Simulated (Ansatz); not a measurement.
Program: Ansatz. Geometries: PBE0-D4/def2-TZVP. ΔE: electronic, gas phase. CCSD(T)/CBS is the MP2 limit (def2-TZVPP, def2-QZVPP) plus CCSD(T) − MP2 in def2-TZVPP, frozen cores. This one scheme is used for every species, atoms too. DFT in def2-TZVPP. HSE06 is defined as in plane-wave codes. No spin–orbit coupling; open shells (•) take unrestricted orbitals. Spin–orbit coupling would lower the free atoms: a little for C, F, Si. One conformer a species, not always the lowest.

Consider the atomization: `C[SiH](C)[SiH2]F` → 2 C• + F• + 9 H• + 2 Si•.

| level | ΔE (eV) | difference from CCSD(T)/CBS |
| --- | --- | --- |
| HSE06-D4 | 51.76 | -0.28 |
| CAM-B3LYP-D4 | 52.16 | 0.12 |
| ωB97X-V | 52.19 | 0.15 |
| ωB97M-V | 52.02 | -0.02 |
| PBE | 51.83 | -0.21 |
| revPBE | 50.35 | -1.69 |
| BLYP | 50.86 | -1.18 |
| r2SCAN | 51.94 | -0.10 |
| r2SCANh | 51.75 | -0.29 |
| HSE06 | 51.52 | -0.52 |
| BHLYP | 50.68 | -1.36 |
| CCSD(T)/def2-SVP | 48.96 | -3.08 |
| HF/def2-TZVPP | 39.81 | -12.23 |
| SCS-MP2/def2-TZVPP | 51.15 | -0.89 |
| CCSD(T)/def2-TZVPP | 50.81 | -1.23 |
| HF/CBS(def2) | 39.91 | -12.13 |
| CCSD(T)/CBS | 52.04 | 0 |

Largest T1 diagnostic among the species: 0.012.

Leaving LDA and LC-ωPBE aside and taking each functional with its dispersion term where it has one, the values, not all of them listed here, spread over 1.12 eV, from BHLYP-D4 to ωB97X-V. LDA lies +6.08 eV from PBE without D4, its usual overbinding. At CCSD(T), def2-SVP lies −3.08 eV from the extrapolated value and def2-TZVPP −1.23 eV: correlation converges slowly with the basis, and small sets miss more of it in the bonded molecule than in its fragments.

For atomizations the MP2-based limit and the directly extrapolated one differ by several kJ/mol either way, and by 10 to 25 for some Ge, Se and Sn compounds, so smaller differences from it don't rank the levels.
